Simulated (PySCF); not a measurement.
CH5FO2Si2, SMILES O=C(O)[Si@@H](F)[SiH3]. Atoms are numbered in the order given.

```xyz
11

O      1.4218     1.6179     0.1863
C      1.3115     0.4933    -0.2376
O      2.3464    -0.3176    -0.4510
Si    -0.4433    -0.1743    -0.6232
F     -0.4147    -1.7656    -0.9713
Si    -1.7359     0.2336     1.2846
H      3.1507     0.1734    -0.2033
H     -0.9097     0.5586    -1.8338
H     -3.0902    -0.3754     1.1219
H     -1.8651     1.7089     1.4691
H     -1.0588    -0.3685     2.4717
```
Charge 0, spin multiplicity 1.

Coordinates come from a PBE0-D3(BJ)/def2-SVP optimisation. The structure was generated by enumeration; whether it is a known compound was not checked. The values are those of a single conformer.

Vertical ionisation energy (IE) and electron affinity (EA) in eV. Rows of orbital energies are one-electron estimates. Where ΔSCF, EOM or ADC give a negative EA the extra electron is unbound and the value depends on the basis.

| level | IE | EA |
|---|---|---|
| −ε(HOMO), −ε(LUMO), B3LYP/def2-TZVP (PySCF) | 7.88 | 1.27 |
| −ε(HOMO), −ε(LUMO), PBE/def2-TZVP (PySCF) | [?] | [?] |

Task: Complete the blanks. (Estimate from the structure and the level; the computed values follow.)

Result: 
- −ε(HOMO), −ε(LUMO), PBE/def2-TZVP (PySCF), IE: 6.61
- −ε(HOMO), −ε(LUMO), PBE/def2-TZVP (PySCF), EA: 2.05
